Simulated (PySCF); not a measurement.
# Name the molecule from its bond curve

A diatomic of charge 0 contains As. Its triplet curve at PBE0 in a double-zeta basis (scalar-relativistic core potentials, PySCF), in eV from the separated fragments:

| R (Å) | E (eV) |
| --- | --- |
| 1.324 | -2.275 |
| 1.386 | -2.573 |
| 1.448 | -2.744 |
| 1.494 | -2.807 |
| 1.540 | -2.825 |
| 1.586 | -2.808 |
| 1.648 | -2.739 |
| 1.725 | -2.601 |
| 1.817 | -2.381 |
| 1.940 | -2.037 |

The fit gives ωe = 2156 cm⁻¹ and the rotational constant Bₑ = 7.158 cm⁻¹.

Problem. Which atom is the partner?

Solution. The minimum lies at 1.539 Å, so the reduced mass is 16.8576 u Å² cm⁻¹/(Bₑ·Re²) = 0.9943 u. With As at 74.92 u the partner weighs about 1.0 u: H. The molecule is AsH.

Spin–orbit coupling is left out. The state is the lowest determinant that a PBE0 search found; another state may lie lower at other levels.
